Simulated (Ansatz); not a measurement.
Born–Oppenheimer molecular dynamics of F2H5NO2Zr (11 atoms, charge 0, multiplicity 1). It starts at the highest image of a converged band, a first-order saddle point between two minima.

Level of theory: RKS PBE-D4/def2-SVP in Ansatz 0.2.0.

```yaml
ensemble: NVE (velocity Verlet)
time_step: 0.5 fs
steps_asked: 200
starting_velocities_drawn_for: 100 K
seed: 8698
```

Frames 1 fs apart, positions in Å, forces in eV/Å.

Velocities at 60 fs (Å/ps):

```
Zr -0.25 1.07 0.66
N 0.25 1.25 0.46
H 3.42 1.15 3.30
H -5.36 -7.68 -2.33
F 0.58 -1.39 0.43
O 0.00 0.07 -1.21
H -8.62 3.30 -14.88
F 1.73 -3.31 1.93
O -1.40 -1.32 -3.37
H 0.09 5.79 -12.56
H 8.31 -8.59 -11.26
```

```xyz
11
Properties=species:S:1:pos:R:3:forces:R:3 time_fs=60 energy_less_start_eV=0.028 T=76
Zr 0.142 -0.180 0.019 -0.14 -0.34 0.16
N 0.028 -0.017 2.098 0.03 -0.44 -0.37
H -0.723 0.506 2.535 -0.44 0.29 0.22
H 0.788 -0.063 2.769 0.44 0.03 0.31
F 1.803 0.409 -0.732 0.30 0.01 -0.13
O -1.127 1.203 -0.311 -0.25 0.30 -0.22
H -1.837 1.788 -0.606 0.01 0.01 0.01
F -0.776 -1.649 -0.917 0.28 0.04 0.33
O 1.211 -2.188 1.090 -0.37 -0.13 -0.64
H 0.646 -2.865 0.642 0.29 0.22 0.24
H 0.662 -1.888 1.858 -0.15 0.01 0.10
11
Properties=species:S:1:pos:R:3:forces:R:3 time_fs=61 energy_less_start_eV=0.035 T=71
Zr 0.142 -0.179 0.020 -0.15 -0.34 0.17
N 0.028 -0.016 2.098 -0.11 -0.38 -0.43
H -0.721 0.508 2.539 -0.39 0.25 0.18
H 0.785 -0.071 2.769 0.53 0.01 0.39
F 1.804 0.408 -0.731 0.30 0.01 -0.13
O -1.127 1.203 -0.312 -0.68 0.65 -0.41
H -1.845 1.790 -0.621 0.43 -0.34 0.20
F -0.774 -1.653 -0.915 0.29 0.05 0.34
O 1.210 -2.189 1.086 0.00 -0.16 -0.97
H 0.647 -2.859 0.630 0.19 0.11 0.19
H 0.670 -1.896 1.848 -0.42 0.13 0.49
11
Properties=species:S:1:pos:R:3:forces:R:3 time_fs=62 energy_less_start_eV=0.036 T=69
Zr 0.142 -0.178 0.020 -0.17 -0.34 0.16
N 0.028 -0.015 2.098 -0.20 -0.25 -0.22
H -0.724 0.513 2.546 -0.17 0.11 0.05
H 0.787 -0.078 2.772 0.40 0.02 0.29
F 1.805 0.407 -0.731 0.30 0.01 -0.13
O -1.127 1.203 -0.314 -0.87 0.80 -0.50
H -1.849 1.790 -0.634 0.62 -0.50 0.29
F -0.772 -1.656 -0.913 0.30 0.07 0.34
O 1.208 -2.191 1.082 0.31 -0.02 -1.02
H 0.651 -2.851 0.621 0.02 -0.09 0.06
H 0.673 -1.903 1.842 -0.55 0.18 0.68
11
Properties=species:S:1:pos:R:3:forces:R:3 time_fs=63 energy_less_start_eV=0.027 T=77
Zr 0.142 -0.177 0.021 -0.17 -0.34 0.15
N 0.028 -0.014 2.098 -0.18 -0.10 0.16
H -0.727 0.519 2.552 0.10 -0.08 -0.09
H 0.793 -0.085 2.777 0.12 0.05 0.05
F 1.806 0.405 -0.731 0.28 0.01 -0.13
O -1.128 1.204 -0.315 -0.76 0.70 -0.47
H -1.847 1.785 -0.644 0.53 -0.41 0.26
F -0.770 -1.659 -0.911 0.31 0.09 0.35
O 1.207 -2.192 1.077 0.40 0.25 -0.75
H 0.654 -2.844 0.611 -0.16 -0.29 -0.07
H 0.671 -1.909 1.843 -0.47 0.12 0.53
11
Properties=species:S:1:pos:R:3:forces:R:3 time_fs=64 energy_less_start_eV=0.019 T=84
Zr 0.141 -0.176 0.022 -0.17 -0.34 0.13
N 0.028 -0.014 2.098 -0.09 -0.01 0.54
H -0.730 0.524 2.558 0.31 -0.22 -0.20
H 0.800 -0.092 2.784 -0.18 0.10 -0.20
F 1.807 0.404 -0.731 0.26 0.00 -0.12
O -1.130 1.206 -0.317 -0.38 0.38 -0.30
H -1.840 1.777 -0.651 0.17 -0.12 0.10
F -0.768 -1.662 -0.908 0.31 0.12 0.36
O 1.206 -2.194 1.072 0.26 0.50 -0.29
H 0.656 -2.840 0.602 -0.26 -0.40 -0.14
H 0.665 -1.913 1.848 -0.22 -0.01 0.14
11
Properties=species:S:1:pos:R:3:forces:R:3 time_fs=65 energy_less_start_eV=0.021 T=82
Zr 0.141 -0.175 0.022 -0.17 -0.34 0.11
N 0.028 -0.013 2.098 0.04 0.00 0.76
H -0.730 0.527 2.561 0.39 -0.27 -0.24
H 0.805 -0.098 2.788 -0.39 0.13 -0.38
F 1.808 0.403 -0.730 0.23 0.00 -0.11
O -1.131 1.208 -0.320 0.12 -0.04 -0.07
H -1.832 1.767 -0.658 -0.31 0.26 -0.13
F -0.766 -1.665 -0.906 0.31 0.14 0.36
O 1.205 -2.195 1.067 -0.05 0.61 0.10
H 0.656 -2.839 0.591 -0.23 -0.35 -0.10
H 0.657 -1.918 1.855 0.05 -0.14 -0.30
11
Properties=species:S:1:pos:R:3:forces:R:3 time_fs=66 energy_less_start_eV=0.026 T=78
Zr 0.141 -0.174 0.023 -0.16 -0.33 0.10
N 0.028 -0.013 2.099 0.16 -0.06 0.74
H -0.727 0.528 2.563 0.32 -0.22 -0.20
H 0.806 -0.102 2.788 -0.43 0.14 -0.41
F 1.809 0.401 -0.730 0.21 -0.01 -0.09
O -1.133 1.209 -0.322 0.49 -0.34 0.10
H -1.827 1.760 -0.666 -0.65 0.54 -0.30
F -0.763 -1.669 -0.903 0.31 0.15 0.35
O 1.204 -2.195 1.061 -0.39 0.53 0.28
H 0.653 -2.842 0.579 -0.09 -0.17 0.04
H 0.649 -1.924 1.859 0.25 -0.23 -0.61
11
Properties=species:S:1:pos:R:3:forces:R:3 time_fs=67 energy_less_start_eV=0.019 T=84
Zr 0.140 -0.173 0.024 -0.15 -0.31 0.09
N 0.028 -0.012 2.101 0.23 -0.19 0.50
H -0.720 0.526 2.562 0.12 -0.08 -0.08
H 0.804 -0.106 2.785 -0.30 0.12 -0.30
F 1.811 0.400 -0.730 0.18 -0.02 -0.08
O -1.134 1.211 -0.324 0.49 -0.35 0.11
H -1.828 1.757 -0.677 -0.63 0.52 -0.29
F -0.760 -1.672 -0.900 0.30 0.16 0.35
O 1.203 -2.196 1.056 -0.64 0.33 0.23
H 0.649 -2.847 0.567 0.09 0.06 0.19
H 0.643 -1.931 1.858 0.33 -0.25 -0.71
11
Properties=species:S:1:pos:R:3:forces:R:3 time_fs=68 energy_less_start_eV=0.006 T=95
Zr 0.140 -0.172 0.025 -0.15 -0.28 0.10
N 0.028 -0.011 2.102 0.21 -0.32 0.09
H -0.712 0.524 2.561 -0.14 0.10 0.06
H 0.798 -0.108 2.779 -0.03 0.08 -0.08
F 1.812 0.398 -0.730 0.15 -0.02 -0.07
O -1.135 1.212 -0.327 0.15 -0.09 -0.07
H -1.835 1.760 -0.690 -0.27 0.23 -0.11
F -0.758 -1.675 -0.896 0.29 0.17 0.34
O 1.201 -2.196 1.051 -0.71 0.11 0.00
H 0.647 -2.850 0.557 0.23 0.22 0.29
H 0.641 -1.942 1.849 0.26 -0.19 -0.57
11
Properties=species:S:1:pos:R:3:forces:R:3 time_fs=69 energy_less_start_eV=0.000 T=100
Zr 0.140 -0.172 0.025 -0.15 -0.23 0.10
N 0.028 -0.011 2.104 0.11 -0.41 -0.33
H -0.706 0.523 2.560 -0.34 0.25 0.18
H 0.793 -0.109 2.773 0.28 0.03 0.19
F 1.814 0.397 -0.730 0.12 -0.03 -0.05
O -1.137 1.213 -0.329 -0.30 0.25 -0.30
H -1.844 1.764 -0.705 0.20 -0.14 0.14
F -0.754 -1.677 -0.893 0.28 0.17 0.33
O 1.199 -2.196 1.046 -0.56 -0.05 -0.32
H 0.646 -2.852 0.550 0.28 0.27 0.29
H 0.641 -1.954 1.836 0.08 -0.09 -0.23
11
Properties=species:S:1:pos:R:3:forces:R:3 time_fs=70 energy_less_start_eV=0.003 T=97
Zr 0.139 -0.171 0.026 -0.15 -0.17 0.10
N 0.029 -0.011 2.106 -0.06 -0.42 -0.59
H -0.703 0.524 2.561 -0.40 0.29 0.21
H 0.790 -0.110 2.768 0.50 -0.01 0.39
F 1.816 0.396 -0.730 0.09 -0.04 -0.04
O -1.138 1.214 -0.331 -0.61 0.48 -0.48
H -1.851 1.767 -0.718 0.54 -0.41 0.32
F -0.751 -1.680 -0.889 0.27 0.16 0.32
O 1.197 -2.196 1.041 -0.23 -0.10 -0.63
H 0.648 -2.852 0.546 0.22 0.17 0.18
H 0.641 -1.967 1.820 -0.18 0.05 0.23
11
Properties=species:S:1:pos:R:3:forces:R:3 time_fs=71 energy_less_start_eV=0.004 T=97
Zr 0.139 -0.170 0.027 -0.15 -0.11 0.09
N 0.029 -0.012 2.107 -0.19 -0.33 -0.57
H -0.703 0.527 2.564 -0.28 0.21 0.14
H 0.791 -0.111 2.766 0.51 -0.02 0.41
F 1.817 0.394 -0.731 0.06 -0.06 -0.02
O -1.139 1.216 -0.334 -0.65 0.50 -0.52
H -1.853 1.767 -0.728 0.62 -0.46 0.37
F -0.748 -1.683 -0.886 0.26 0.16 0.31
O 1.194 -2.196 1.035 0.14 -0.02 -0.80
H 0.653 -2.849 0.543 0.08 -0.04 -0.02
H 0.640 -1.979 1.807 -0.38 0.17 0.61
```

Of the whole run (100 fs, mean temperature of the second half 96 K): The conserved energy stayed within 0.052 meV per atom of its start (net change 0.045 meV per atom), so the integration is sound. A run of 0.1 ps of so small a system gives no equilibrium averages. The orbitals stay closed-shell, which can raise the energy where a bond breaks towards radicals; this wasn't checked here.

Time of the run: 5.4 min on 4 threads of Arm Neoverse V1, on a shared host, peak memory 0.19 GiB.
